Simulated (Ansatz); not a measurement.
`CN[SiH](S)Cl`, relaxed with RKS PBE0-D4/def2-TZVP in the Gaussian-basis code of Ansatz from a PBE-D4/def2-SVP geometry. The force threshold is 0.005 eV/Å; the program also tests the step.

Charge 0, multiplicity 1.

Start:

```xyz
11

C    -0.807    1.426    0.102
N     0.495    0.812   -0.110
Si    0.820   -0.873   -0.209
S    -0.054   -1.770    1.544
Cl    0.002   -1.876   -1.872
H    -1.327    1.698   -0.845
H    -1.460    0.718    0.650
H    -0.723    2.344    0.723
H     1.190    1.430   -0.539
H     2.304   -1.010   -0.330
H    -0.440   -2.899    0.887
```

Q: By how much does the energy fall, and how many steps does the optimiser take? (Estimate.)

A: Ansatz gave: 0.06 eV, in 9 steps.

Q: Which bonds change most? (Best estimate.)

A: Ansatz gave: Si3–Cl5 from 2.107 to 2.072 Å; N2–Si3 from 1.720 to 1.691 Å; Si3–S4 from 2.154 to 2.127 Å; S4–H11 from 1.362 to 1.343 Å.

Q: Give the relaxed structure. (Estimate.)

A: Ansatz gave: 
```xyz
11

C    -0.807    1.428    0.080
N     0.486    0.799   -0.098
Si    0.783   -0.863   -0.205
S    -0.047   -1.761    1.534
Cl   -0.063   -1.814   -1.840
H    -1.257    1.740   -0.868
H    -1.490    0.723    0.558
H    -0.728    2.302    0.732
H     1.193    1.411   -0.476
H     2.243   -1.033   -0.351
H    -0.311   -2.932    0.933
```
